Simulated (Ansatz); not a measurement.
```xyz
8

Li   -0.7872   -0.7872   -0.7872
F    -0.8731   -0.8731    0.8731
F    -0.8731    0.8731   -0.8731
Li   -0.7872    0.7872    0.7872
F     0.8731   -0.8731   -0.8731
Li    0.7872   -0.7872    0.7872
Li    0.7872    0.7872   -0.7872
F     0.8731    0.8731    0.8731
```

Basis set: cc-pVDZ (spherical functions). Left uncorrelated: 4 orbitals. Charge 0, multiplicity 1.

Computed with Ansatz (development build ahead of 0.2.0); each method stands on the lowest determinant of its kind that the runs found. Restricted open shells among the atoms or ions are ROHF, correlated in semicanonical orbitals with singles.

(1) Give the atomization energy at this shape (free ground-state atoms in the same class of orbitals less the molecule, no zero-point energy) of singlet Li₄F₄ by RHF-MP2, RHF.

## Answers

(1)

```
 method  atomization energy
RHF-MP2            29.72 eV
    RHF            22.84 eV
```

Caution: no unrestricted run beside it, a lower state can exist; the shape is not the minimum.
